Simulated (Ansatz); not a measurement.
`B[SiH]([SiH3])Cl` + `CNC` → `CN(C)[SiH]([SiH3])Cl` + BH₃  (cleavage of the Si–B bond)

Computed with Ansatz on PBE0-D4/def2-TZVP structures; ΔE is electronic, products minus reactants. CBS: MP2 limit from def2 TZ/QZ plus the TZ coupled-cluster correction, frozen cores. This one scheme is used for every species. Each species was taken in one conformer, which may not be the lowest.

```tsv
level	ΔE (kcal/mol)
SCS-MP2/def2-TZVPP	-20.5
CCSD(T)/def2-TZVPP	-18.4
```

Question: What does CCSD(T)/CBS give? (An estimate is asked.)

Answer: Ansatz gave: -18.4 kcal/mol. The listed levels differ from it by -2.1, 0.0 kcal/mol.

Question: What do rigid-rotor, harmonic-oscillator terms from PBE0-D4/def2-TZVP frequencies (298.15 K, 1 bar) make of the CCSD(T)/CBS value? (Best estimate.)

Answer: Computed: ΔZPE = -2.0 kcal/mol, ΔH = -19.8 kcal/mol, ΔS = -29 J/(mol·K), ΔG = -17.8 kcal/mol. Modes under 50 cm⁻¹ make the entropy rough.

Largest T1 diagnostic among the species: 0.012.

From BLYP to BHLYP (50 % exact exchange), in def2-TZVPP and without D4, ΔE moves by −3.5 kcal/mol. Leaving LDA and LC-ωPBE aside and taking each functional with its dispersion term where it has one, the values, not all of them listed here, spread over 5.6 kcal/mol, from BHLYP-D4 to PBE-D4. LDA lies −2.8 kcal/mol from PBE without D4. The D4 term adds −3.3 kcal/mol with B3LYP and −2.0 kcal/mol with PBE0; it sums over pairs of atoms, weighted by their polarisabilities, and B3LYP, whose exchange is more repulsive, gets the larger term.

B3LYP here is the variant with VWN-RPA as its local correlation; programs differ in this.
